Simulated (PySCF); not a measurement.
Simulation results for CH$_{5}$AlBGe, AlB$_{2}$GeH$_{5}$, CH$_{6}$AlBGe

All values are calculated (PySCF 2.14.0). Calculation on a computer-drawn molecule: the log of a Hartree-Fock and frozen-core CCSD(T) single point meant for a local Hartree-Fock minimum, with one planted fault or none, to be diagnosed. Offsets are logged minus clean, where the clean run is the same molecule without the fault. The reference is restricted for singlets and unrestricted otherwise, and also for a bond in bohr or an excited solution. Adding or removing an electron swaps singlet and doublet. The excited solution moves the top pair (singlet) or top alpha electron (doublet) to the lowest empty orbital. Highest occupied and lowest empty are orbital energies over both spins, largest force is the largest gradient component, triples share is (T) over the correlation energy, the T1 limit is 0.02 restricted and 0.045 unrestricted, electrons count all cores, a negative frequency is imaginary (commonest isotopes), and the dipole is about the centre of nuclear charge; on germanium a core potential holds 10 electrons, which the energies leave out, and 3d is frozen in MP2 and coupled-cluster steps.

Common to all runs: meant multiplicity 1; meant basis cc-pV(D+d)Z; meant basis and core potential on germanium cc-pVDZ-PP ECP10MDF; logged SCF converged yes; logged CC converged yes; logged SCF stable within its kind yes; possible faults no fault, one electron removed, one electron added, multiplicity raised by two, geometry at a saddle point, SCF held on an excited solution, minimal basis STO-3G, one bond length entered in bohr, all coordinates scaled.

(1) 
```xyz
9
formula=CH5AlBGe meant_charge=1 logged_electrons=60 logged_basis_functions=99 logged_spin_squared=0 logged_highest_occupied=-13.491 logged_lowest_empty=-4.4055 logged_largest_force=2.668e-05 logged_lowest_frequency=72.557 logged_T1_diagnostic=0.014883 logged_D1_diagnostic=0.044437 logged_triples_share=0.034732 logged_dipole_magnitude=4.3129 logged_energy_HF=-600.44083 logged_energy_CCSD(T)=-600.8498 planted_fault=no_fault HF_energy_offset_from_clean_run=0 CCSD(T)_energy_offset_from_clean_run=0
B      0.0192     1.8455    -2.7587
Al    -0.2898     1.5288    -0.6478
C     -0.5526     1.2812     1.1571
Ge    -0.6327     2.5445     2.4302
H      0.0677     0.9001    -3.4811
H      0.1359     2.9590    -3.1651
H     -0.6766     0.2637     1.5280
H     -0.4794     4.0142     2.0860
H     -0.8531     2.2293     3.8929
```

Units: logged_highest_occupied, logged_lowest_empty in eV; logged_largest_force in hartree/bohr; logged_lowest_frequency in cm⁻¹; logged_dipole_magnitude in debye; logged_energy_HF, logged_energy_CCSD(T) in hartree; HF_energy_offset_from_clean_run, CCSD(T)_energy_offset_from_clean_run in kcal/mol.

Drawn bonds:
```csv
atom,other atom,order
1,2,1
2,3,1
3,4,2
1,5,1
1,6,1
3,7,1
4,8,1
4,9,1
```

(2) 
```xyz
9
formula=AlB2GeH5 meant_charge=0 logged_electrons=60 logged_basis_functions=99 logged_spin_squared=0 logged_highest_occupied=-8.317 logged_lowest_empty=0.45172 logged_largest_force=2.179e-05 logged_lowest_frequency=53.945 logged_T1_diagnostic=0.020486 logged_D1_diagnostic=0.059997 logged_triples_share=0.02962 logged_dipole_magnitude=0.73471 logged_energy_HF=-587.46208 logged_energy_CCSD(T)=-587.83802 planted_fault=no_fault HF_energy_offset_from_clean_run=0 CCSD(T)_energy_offset_from_clean_run=0
B     -0.0152     1.7010     1.1761
Al     1.3886     0.0910     1.4350
B      0.8141    -1.9813     1.3769
Ge     0.7651    -3.2510    -0.2475
H     -0.6008     2.2102     2.0979
H     -0.2780     2.1637     0.0945
H      2.9274     0.4305     1.6718
H      0.4803    -2.4860     2.4256
H     -0.7396    -2.8021    -0.5023
```

Units: logged_highest_occupied, logged_lowest_empty in eV; logged_largest_force in hartree/bohr; logged_lowest_frequency in cm⁻¹; logged_dipole_magnitude in debye; logged_energy_HF, logged_energy_CCSD(T) in hartree; HF_energy_offset_from_clean_run, CCSD(T)_energy_offset_from_clean_run in kcal/mol.

Drawn bonds:
```csv
atom,other atom,order
1,2,1
2,3,1
3,4,1
1,5,1
1,6,1
2,7,1
3,8,1
4,9,1
```

Notes: T1 above single-reference limit.

(3) 
```xyz
9
formula=AlB2GeH5 meant_charge=0 logged_electrons=59 logged_basis_functions=99 logged_spin_squared=0.8118 logged_highest_occupied=-13.909 logged_lowest_empty=-6.278 logged_largest_force=0.027074 logged_T1_diagnostic=0.028387 logged_D1_diagnostic=0.088876 logged_triples_share=0.03123 logged_dipole_magnitude=1.963 logged_energy_HF=-587.19494 logged_energy_CCSD(T)=-587.54529 planted_fault=one_electron_removed HF_energy_offset_from_clean_run=167.6 CCSD(T)_energy_offset_from_clean_run=183.7
B     -0.0152     1.7010     1.1761
Al     1.3886     0.0910     1.4350
B      0.8141    -1.9813     1.3769
Ge     0.7651    -3.2510    -0.2475
H     -0.6008     2.2102     2.0979
H     -0.2780     2.1637     0.0945
H      2.9274     0.4305     1.6718
H      0.4803    -2.4860     2.4256
H     -0.7396    -2.8021    -0.5023
```

Units: logged_highest_occupied, logged_lowest_empty in eV; logged_largest_force in hartree/bohr; logged_dipole_magnitude in debye; logged_energy_HF, logged_energy_CCSD(T) in hartree; HF_energy_offset_from_clean_run, CCSD(T)_energy_offset_from_clean_run in kcal/mol.

Drawn bonds:
```csv
atom,other atom,order
1,2,1
2,3,1
3,4,1
1,5,1
1,6,1
2,7,1
3,8,1
4,9,1
```

(4) 
```xyz
10
formula=CH6AlBGe meant_charge=0 logged_electrons=62 logged_basis_functions=104 logged_spin_squared=0 logged_highest_occupied=-8.5494 logged_lowest_empty=0.49906 logged_largest_force=1.956e-05 logged_lowest_frequency=-152.12 logged_T1_diagnostic=0.012952 logged_D1_diagnostic=0.039941 logged_triples_share=0.033482 logged_dipole_magnitude=1.8925 logged_energy_HF=-601.24173 logged_energy_CCSD(T)=-601.68995 planted_fault=geometry_at_a_saddle_point HF_energy_offset_from_clean_run=1.192 CCSD(T)_energy_offset_from_clean_run=1.581
B     -2.7549    -0.2011     0.0000
Al    -0.7151     0.5521     0.0000
C      0.8181    -0.6077     0.0000
Ge     2.4801     0.0223     0.0000
H     -3.7182     0.5231     0.0000
H     -3.0064    -1.3802     0.0000
H     -0.3949     2.1123     0.0000
H      0.7460    -1.6939     0.0000
H      3.7428    -0.8359     0.0000
H      2.8024     1.5090     0.0000
```

Units: logged_highest_occupied, logged_lowest_empty in eV; logged_largest_force in hartree/bohr; logged_lowest_frequency in cm⁻¹; logged_dipole_magnitude in debye; logged_energy_HF, logged_energy_CCSD(T) in hartree; HF_energy_offset_from_clean_run, CCSD(T)_energy_offset_from_clean_run in kcal/mol.

Drawn bonds:
```csv
atom,other atom,order
1,2,1
2,3,1
3,4,2
1,5,1
1,6,1
2,7,1
3,8,1
4,9,1
4,10,1
```
